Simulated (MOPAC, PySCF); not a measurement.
C4H5BS2, SMILES `Bc1ccc(S)s1`, neutral singlet in the gas phase. 

Cartesian coordinates (Å):
SMILES: Bc1sc(S)cc1
```xyz
12

B      2.4206     0.5861    -0.1913
C      0.9649     0.1919    -0.0564
C      0.4130    -0.9662     0.4844
C     -0.9900    -1.0178     0.4556
C     -1.5394     0.1213    -0.1182
S     -3.2523     0.3934    -0.3163
S     -0.3254     1.2261    -0.6078
H      2.7408     1.6399    -0.6902
H      3.2685    -0.1765     0.2115
H      1.0412    -1.7598     0.8937
H     -1.5917    -1.8451     0.8341
H     -3.1502     1.6068    -0.8991
```
Charge 0, multiplicity 1.

All levels are single points at this geometry (PBE0-D4/def2-SVP); Pople sets use spherical d functions. Orbital energies aren't observables, and empty levels follow the basis.

```tsv
level	HOMO (eV)	LUMO (eV)	gap (eV)	dipole (D)	vertical IE, Delta-SCF (eV)
PBE0-D4/def2-TZVP in PySCF	-6.62	-2.07	4.55	1.83	8.37
B3LYP/6-31G* in PySCF	-6.21	-1.91	4.29	1.74	8.19
B3LYP/LANL2DZ in PySCF	-6.46	-2.17	4.29	1.66	–
BP86/6-31G* in PySCF	-5.60	-2.65	2.95	2.03	–
M06-2X/6-31G* in PySCF	-7.43	-1.00	6.42	1.30	–
HF/3-21G in PySCF	-8.69	1.36	10.06	0.89	–
HF/6-31G* in PySCF	-8.40	1.60	10.00	1.08	–
HF/STO-3G in PySCF	-6.04	5.00	11.04	1.68	–
PM3 in MOPAC	-9.14	-1.51	7.62	0.86	–
```
